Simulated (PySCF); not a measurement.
# V⁺: excitation energy

V⁺ [Ar] 3d4 (5D) → V⁺ [Ar] 3d3 4p1 (high-spin determinant), as a difference of total energies. Computed with PySCF 2.14 in x2c-TZVPPall, with scalar relativity by spin-free X2C-1e. Correlated levels: valence and next inner shell: [Ne] frozen. The calculations carry no spin-orbit coupling.

```csv
method,excitation energy (cm⁻¹)
UHF,28022
MP2 (valence and next inner shell),37139
SCS-MP2 (valence and next inner shell),33729
CCSD (valence and next inner shell),34704
CCSD(T) (valence and next inner shell),34888
```

A first-order spin-orbit estimate (lowest level to lowest level, LS coupling) adds -0.029 eV.

The basis was made for the ground configuration and has no added diffuse functions, so the excitation energy can come out too high.

The determinant of the upper state mixes LS terms, which raises its energy above the lowest term, most at the Hartree-Fock and MP2 levels.
